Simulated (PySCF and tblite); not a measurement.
The numbers below are computed, except where a source is named.
Stationary points of C6H8NOP at GFN2-xTB, in Å:

Structure A

```
 1 O     2.173   -0.871    1.185
 2 C     1.903   -1.562   -0.001
 3 P     1.284   -0.458   -1.391
 4 C    -0.150    0.226   -0.474
 5 C    -1.291   -0.559   -0.316
 6 C    -2.366   -0.034    0.381
 7 N    -2.373    1.182    0.899
 8 C    -1.297    1.933    0.738
 9 C    -0.162    1.509    0.064
10 H     1.355   -0.490    1.529
11 H     2.850   -2.001   -0.327
12 H     1.179   -2.376    0.151
13 H     2.144    0.595   -1.065
14 H    -1.332   -1.555   -0.734
15 H    -3.270   -0.611    0.531
16 H    -1.347    2.921    1.176
17 H     0.693    2.162   -0.041
```

Structure B

```
 1 O     1.420   -2.416    0.014
 2 C     2.025   -1.229   -0.407
 3 P     1.874    0.136    0.889
 4 C     0.100    0.485    0.576
 5 C    -0.860   -0.281    1.235
 6 C    -2.199   -0.038    0.974
 7 N    -2.617    0.897    0.138
 8 C    -1.708    1.635   -0.474
 9 C    -0.343    1.473   -0.298
10 H     0.469   -2.277    0.104
11 H     3.089   -1.450   -0.529
12 H     1.618   -0.883   -1.369
13 H     2.355    1.125    0.023
14 H    -0.562   -1.039    1.947
15 H    -2.976   -0.615    1.458
16 H    -2.095    2.393   -1.143
17 H     0.360    2.103   -0.824
```

Structure C

```
 1 O     2.621   -2.187    0.839
 2 C     2.043   -1.784   -0.362
 3 P     1.536   -0.004   -0.421
 4 C    -0.124    0.503   -0.143
 5 C    -1.137   -0.409    0.178
 6 C    -2.412    0.079    0.382
 7 N    -2.739    1.359    0.298
 8 C    -1.775    2.219   -0.003
 9 C    -0.465    1.858   -0.233
10 H     1.996   -2.066    1.565
11 H     2.800   -1.937   -1.136
12 H     1.148   -2.374   -0.613
13 H     2.460    0.951   -0.702
14 H    -0.934   -1.467    0.261
15 H    -3.224   -0.593    0.630
16 H    -2.079    3.256   -0.063
17 H     0.285    2.597   -0.476
```

The path came from a restrained scan, a climbing-image band and a saddle search at GFN2-xTB; energies are PBE0/pcSseg-1 + D3(BJ)//GFN2-xTB, thermal terms GFN2-xTB.

Task: Which structure is a saddle point, and along which motion?

Result: C: one imaginary mode (713i cm⁻¹ at GFN2-xTB, mostly on H13, P3), along the pyramidal inversion at P3.

Task: Give their symmetry and energies above the lowest.

Result: A C1, 0.0 kcal/mol; B C1, 2.2 kcal/mol; C C1, 30.1 kcal/mol.
